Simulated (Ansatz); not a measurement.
Reaction (redistribution): `[SiH3][NH][GaH][SiH3]` + `O[SiH2]CS` → `O[SiH2][GaH][SiH3]` + `[SiH3]NCS`

Isolated molecules relaxed with PBE0-D4/def2-TZVP in Ansatz; ΔE leaves out vibrations. CBS: MP2 limit from def2 TZ/QZ plus the TZ coupled-cluster correction, frozen cores. DFT in def2-TZVPP. For Ga outer-core shells are correlated without core-valence functions, which leaves a few kJ/mol of doubt a bond. Scalar relativity is left out up to krypton. Each species was taken in one conformer, which may not be the lowest.

```
          level  ΔE (eV)
        PBE0-D4     1.29
         r2SCAN     1.40
CCSD/def2-TZVPP     1.47
  HF/def2-QZVPP     1.42
```

(1) What does CCSD(T)/CBS give? (Best estimate.)

Largest T1 diagnostic among the species: 0.014.

Answers

(1) Ansatz gave: +1.50 eV. The listed levels differ from it by -0.21, -0.10, -0.03, -0.08 eV.

In def2-TZVPP, CCSD(T) changes the Hartree–Fock value by +0.07 eV (the triples alone add +0.02 eV) and MP2 by +0.18 eV. From PBE to PBE0 (25 % exact exchange), in def2-TZVPP and without D4, ΔE moves by +0.06 eV.
